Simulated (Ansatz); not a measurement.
Two isomers of C3H5ClOSi: A = `OC1=C([SiH2]Cl)C1`, B = `C=C=C(Cl)O[SiH3]`.

Gas-phase electronic energies from Ansatz, PBE0-D4/def2-TZVP geometries. CCSD(T)/CBS is the MP2 limit (def2-TZVPP, def2-QZVPP) plus CCSD(T) − MP2 in def2-TZVPP, frozen cores. DFT in def2-TZVPP. Each species was taken in one conformer, which may not be the lowest.

**Question.** Which is lower in electronic energy at CCSD(T)/CBS, and by how much? (Best estimate.)

**Answer.** Computed: A, by 9.3 kcal/mol.

**Question.** Give E(B) − E(A) in kcal/mol with PBE0-D4, CCSD(T)/def2-TZVPP, r2SCAN-D4, MP2/def2-TZVPP, CCSD/def2-TZVPP, LDA (SPW92), CCSD(T)/def2-SVP. (Estimate.)

**Answer.** Computed: PBE0-D4 13.2, CCSD(T)/def2-TZVPP 8.4, r2SCAN-D4 9.9, MP2/def2-TZVPP 12.6, CCSD/def2-TZVPP 8.9, LDA (SPW92) 11.0, CCSD(T)/def2-SVP 9.2. None reverses the order clearly.

**Question.** Does the order hold for the free energy at 298.15 K (harmonic terms from PBE0-D4)? (An estimate is asked.)

**Answer.** Ansatz gave: Yes: G(B) − G(A) = +6.0 kcal/mol, for one conformer each. Modes under 60 cm⁻¹, often nearly free rotors, make the harmonic entropy too high.

Largest T1 diagnostic: 0.012.

From PBE to PBE0 (25 % exact exchange), in def2-TZVPP and without D4, E(B) − E(A) moves by +2.7 kcal/mol. Leaving LDA and LC-ωPBE aside and taking each functional with its dispersion term where it has one, the values, not all of them listed here, spread over 11.9 kcal/mol, from BLYP-D4 to PBE-QIDH.
